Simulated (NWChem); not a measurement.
System: CH₄OSSi, singlet; SMILES CO[Si]S

```xyz
8

Si     0.8314     0.0173    -0.0001
O     -0.4458    -1.0575    -0.0005
C     -0.3153    -2.4549     0.0003
H     -0.8038    -2.8740     0.8946
H     -0.8123    -2.8755    -0.8885
H      0.7410    -2.7834    -0.0044
S     -0.3760     1.8044     0.0001
H      0.7100     2.6093     0.0005
```
Atoms are numbered in this order, from 1.

Low-valent species are run as closed-shell singlets; no triplet was tried in these runs. All runs use the structure optimised with PBE0/def2-SVP.

### Question
List the 4 lowest vertical singlet excitations from B3LYP/def2-SVPD, TDA (NWChem).

### Answer
| state | energy (eV) | oscillator strength | leading excitation (squared amplitude) |
|---|---|---|---|
| S1 | 4.13 | 0.043 | HOMO → LUMO (0.96) |
| S2 | 5.01 | 0.028 | HOMO−1 → LUMO (0.84) |
| S3 | 5.84 | 0.006 | HOMO → LUMO+2 (0.94) |
| S4 | 6.14 | 0.314 | HOMO → LUMO+1 (0.65) |
